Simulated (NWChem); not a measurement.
Species: PbNH$_{3}$O, singlet; SMILES [NH2][Pb][OH]

Results from NWChem. Low-valent species are run as closed-shell singlets; no triplet was tried in these runs. Coordinates come from a PBE0/def2-SVP optimisation. No frequency run checked for a minimum. def2 effective core potentials on Pb; no spin-orbit coupling. One conformer.

Diagonal of the polarisability tensor at PBE/def2-SVPD, static: 66.52, 70.03, 45.87 bohr³.

**Question.** Find the mean polarisability volume, the molar refraction, and the refractive index that an ideal gas of it would have at 273.15 K and 1 atm.

**Answer.** 
1. Mean: one third of the trace = 60.81 bohr³ × 0.14818 Å³/bohr³ = 9.01 Å³.
2. Molar refraction (Lorentz-Lorenz): (4π/3) N_A α = 22.7 cm³/mol.
3. Number density p/kT = 2.687 × 10⁻⁵ Å⁻³; n − 1 = 2π N α = 15.21 × 10⁻⁴.
4. These hold the electronic response alone: vibrational and orientational terms add to the static dielectric constant.
